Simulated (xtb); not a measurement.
O2S, triplet, geometry from GFN2-xTB (a higher spin typed on purpose: for a closed-shell molecule this is an excited state); xtb 6.7.1 with GFN1-xTB with ALPB(methanol).

Input for xtb:
```
$ xtb mol.xyz --gfn 1 --uhf 2 --alpb methanol --json

# file mol.xyz
3

O     -1.26683570     0.43646074    -0.02466647
S     -0.01836758    -0.37354518     0.01924988
O      1.30357086     0.31062963    -0.01383328
```

It wrote (shortened):

```
   ID    Z sym.   atoms
    1    8 O      1, 3
    2   16 S      2

           -------------------------------------------------
          |                Calculation Setup                |
           -------------------------------------------------

           -------------------------------------------------
          |                 G F N 1 - x T B                 |
           -------------------------------------------------

      * Solvation model:               ALPB
        Solvent                        methanol
        Parameter file                 internal GFN1-xTB/ALPB
        Dielectric constant                3.2700E+01
        Reference state                gsolv [1 M gas/solution]
        Free energy shift                  4.3754E-03 Eh       2.7456E+00 kcal/mol
        Temperature                        2.9815E+02 K
        Density                            7.9200E-01 kg/L
        Solvent mass                       3.2040E+01 g/mol
        Interaction kernel             P16
        Born radius scaling (c1)           1.7266E+00
        Born radii integrator          GBOBC
        Born offset                        0.0000E+00 a0       0.0000E+00 AA
        H-bond correction              true
        Ion screening                  false
        Surface tension                    1.0000E-05 Eh       1.5569E+01 dyn/cm
        Grid points                               230 per atom

          ...................................................
          :                      SETUP                      :
          :.................................................:
          :  # basis functions                  18          :
          :  # atomic orbitals                  17          :
          :  # shells                            7          :
          :  # electrons                        18          :
          :  # halogen bonds                     0          :
          :  max. iterations                   250          :
          :  Hamiltonian                  GFN1-xTB          :
          :  restarted?                      false          :
          :  GBSA solvation                   true          :
          :  PC potential                    false          :
          :  electronic temp.          300.0000000     K    :
          :  accuracy                    1.0000000          :
          :  -> integral cutoff          0.2500000E+02      :
          :  -> integral neglect         0.1000000E-07      :
          :  -> SCF convergence          0.1000000E-05 Eh   :
          :  -> wf. convergence          0.2000000E-04 e    :
          :  Broyden damping             0.4000000          :
          :  net charge                          0          :
          :  unpaired electrons                  2          :
          ...................................................

 iter      E             dE          RMSdq      gap      omega  full diag
   1    -12.9038773 -0.129039E+02  0.596E+00    4.06       0.0  T
   2    -12.9038685  0.886198E-05  0.343E+00    4.05       1.0  T
   3    -12.9012706  0.259792E-02  0.778E-01    4.14       1.0  T
   4    -12.9040562 -0.278562E-02  0.219E-02    4.08       2.6  T
   5    -12.9040567 -0.482778E-06  0.942E-03    4.08       6.1  T
   6    -12.9040567 -0.127210E-07  0.120E-04    4.08     479.8  T
   7    -12.9040567 -0.103189E-09  0.337E-05    4.08    1713.3  T

   *** convergence criteria satisfied after 7 iterations ***

 transition dipole moment (au) for excitation:           9          10
     X       Y       Z
   0.0004  -0.0122  -0.2368  total (au/Debye):    0.237   0.603
 dE (eV)             :    3.476
 oscillator strength :  0.67726E-02

         :::::::::::::::::::::::::::::::::::::::::::::::::::::
         ::                     SUMMARY                     ::
         :::::::::::::::::::::::::::::::::::::::::::::::::::::
         :: total energy             -12.867849401420 Eh    ::
         :: total w/o Gsasa/hb       -12.869969236633 Eh    ::
         :: gradient norm              0.029005885026 Eh/a0 ::
         :: HOMO-LUMO gap              4.082617248480 eV    ::
         ::.................................................::
         :: SCC energy               -12.904056680438 Eh    ::
         :: -> electrostatic           0.040268964086 Eh    ::
         :: -> Gsolv                  -0.000476182412 Eh    ::
         ::    -> Gelec               -0.002596017625 Eh    ::
         ::    -> Gsasa                0.000285233362 Eh    ::
         ::    -> Ghb                 -0.002540789522 Eh    ::
         ::    -> Gshift               0.004375391373 Eh    ::
         :: repulsion energy           0.036709090690 Eh    ::
         :: dispersion energy         -0.000501811672 Eh    ::
         :: halogen bond corr.         0.000000000000 Eh    ::
         :: add. restraining           0.000000000000 Eh    ::
         :: total charge              -0.000000000000 e     ::
         :::::::::::::::::::::::::::::::::::::::::::::::::::::

           -------------------------------------------------
          |                Property Printout                |
           -------------------------------------------------

    * Orbital Energies and Occupations

         #    Occupation            Energy/Eh            Energy/eV
      -------------------------------------------------------------
         1        2.0000           -1.0578096             -28.7845
         2        2.0000           -0.8776598             -23.8823
         3        2.0000           -0.8129942             -22.1227
         4        2.0000           -0.6934442             -18.8696
         5        2.0000           -0.6887195             -18.7410
         6        2.0000           -0.6870111             -18.6945
         7        2.0000           -0.6232217             -16.9587
         8        2.0000           -0.6102331             -16.6053
         9        1.0000           -0.5721886             -15.5700
        10        1.0000           -0.4444461             -12.0940 (HOMO)
        11                         -0.2944127              -8.0114 (LUMO)
        12                         -0.2532892              -6.8924
        13                         -0.1563020              -4.2532
        14                         -0.1022757              -2.7831
        15                         -0.0939109              -2.5554
        16                          0.3162771               8.6063
        17                          0.8350004              22.7215
      -------------------------------------------------------------
                  HL-Gap            0.1500334 Eh            4.0826 eV
             Fermi-level           -0.4803201 Eh          -13.0702 eV

  Mulliken/CM5 charges         n(s)   n(p)   n(d)
     1O    -0.24490 -0.28293   1.760  4.485  0.000
     2S     0.48980  0.56586   1.809  3.156  0.545
     3O    -0.24490 -0.28293   1.760  4.485  0.000

Wiberg/Mayer (AO) data.
largest (>0.10) Wiberg bond orders for each atom

 ---------------------------------------------------------------------------
     #   Z sym  total        # sym  WBO       # sym  WBO       # sym  WBO
 ---------------------------------------------------------------------------
     1   8 O    2.096 --     2 S    1.755     3 O    0.341
     2  16 S    3.510 --     3 O    1.755     1 O    1.755
     3   8 O    2.096 --     2 S    1.755     1 O    0.341
 ---------------------------------------------------------------------------

Topologies differ in total number of bonds
Writing topology from bond orders to xtbtopo.mol

 dipole moment from electron density (au)
     X       Y       Z
  -0.0416  -0.8460   0.0436  total (Debye):    2.156

           -------------------------------------------------
          | TOTAL ENERGY              -12.867849401420 Eh   |
          | GRADIENT NORM               0.029005885026 Eh/α |
          | HOMO-LUMO GAP               4.082617248480 eV   |
           -------------------------------------------------

normal termination of xtb
```
